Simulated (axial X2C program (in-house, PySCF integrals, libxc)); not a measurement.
**Spin–orbit effects along a row: molecules with Na (ions), CCSD(T)**

Computed with an axial X2C code built on PySCF integrals, spin-free (one-electron X2C) or two-component (2c: spin–orbit coupling with atomic mean-field Coulomb and Gaunt terms, which also bring small scalar terms), in Dyall basis sets with cores contracted in-house; open shells are unrestricted.

Basis sets: As dyall-cv3z, Ca dyall-cv3z, Cu dyall-cv3z, Ga dyall-cv3z, K dyall-cv3z, Mn dyall-cv3z, Na dyall-cv3z, Se dyall-cv3z, Zn dyall-cv3z. Frozen shells (counts by l): NaK⁺ K 2s1p, Na 2s1p, 9 electrons correlated; NaCa⁺ Ca 3s2p, Na 2s1p, 2 electrons correlated; NaMn⁺ Mn 3s2p, Na 1s, 15 electrons correlated; NaCu⁺ Cu 3s2p, Na 2s1p, 11 electrons correlated; NaZn⁺ Zn 3s2p, Na 2s1p, 12 electrons correlated; NaGa⁺ Ga 3s2p1d, Na 2s1p, 3 electrons correlated; NaAs⁺ As 3s2p1d, Na 1s, 13 electrons correlated; NaSe⁺ Se 3s2p1d, Na 1s, 14 electrons correlated. Coupled cluster in natural virtuals with an MP2 remainder. Where the outer core of a metal is frozen, bonds come out longer and ionisation energies lower. Frozen cores can differ along the series, which adds to the trend.

```csv
molecule,spin-free state,Re (Å),ωe (cm⁻¹),De (eV),2c state,Re 2c (Å),ωe 2c (cm⁻¹),De 2c (eV)
NaK⁺,"M_S = 1/2, Λ = 0",4.127,91.0,0.61,Ω = 1/2,4.128,91.0,0.61
NaCa⁺,"M_S = 0, Λ = 0",3.653,130.6,0.88,Ω = 0,3.653,130.6,0.88
NaMn⁺,?,?,?,?,?,?,?,?
NaCu⁺,"M_S = 1/2, Λ = 0",3.066,114.2,0.43,Ω = 1/2,3.066,114.1,0.42
NaZn⁺,"M_S = 0, Λ = 0",3.100,114.5,0.34,Ω = 0,3.101,114.5,0.34
NaGa⁺,"M_S = 1/2, Λ = 0",3.409,112.3,0.83,Ω = 1/2,3.409,112.2,n/a
NaAs⁺,"M_S = 3/2, Λ = 0",3.139,110.5,0.25,Ω = 3/2,3.138,110.9,0.25
NaSe⁺,"M_S = 1, Λ = 0",2.959,155.1,0.57,Ω = 1,2.963,153.6,0.47
```

Task: Estimate the 2c Re and ωe of NaMn⁺ as the mean of its neighbours in the table.

Result: Re ≈ 3.359 Å, ωe ≈ 122.3 cm⁻¹. The CCSD(T) runs give the row below, so the estimate misses by 0.176 Å and -14.2 cm⁻¹.

```tsv
molecule	spin-free state	Re (Å)	ωe (cm⁻¹)	De (eV)	2c state	Re 2c (Å)	ωe 2c (cm⁻¹)	De 2c (eV)
NaMn⁺	M_S = 5/2, Λ = 0	3.183	136.5	0.50	Ω = 5/2	3.183	136.6	0.50
```

Fragments in 2c: K+ + Na, Ca + Na+, Mn + Na+, Cu + Na+, Zn + Na+, Ga + Na+, As + Na+, Se + Na+. Each entry is the lowest single determinant of a limited PBE0 search at one distance. De goes to single-determinant-based atoms at the same level (for ions the charge split of lowest energy) and is withheld (n/a) where an atom does not fit its ground term or J level. Main or longest-lived isotopes. One determinant is a doubtful description, or other states lie close, for NaMn⁺, NaAs⁺, NaSe⁺; these need not be ground states, and all values refer to the states named. Some open-shell Ω = 0 determinants are out of reach, so the Ω given for NaSe⁺ need not be the lowest component. With several unpaired electrons the Ω given is that of one determinant, not necessarily of the lowest component.
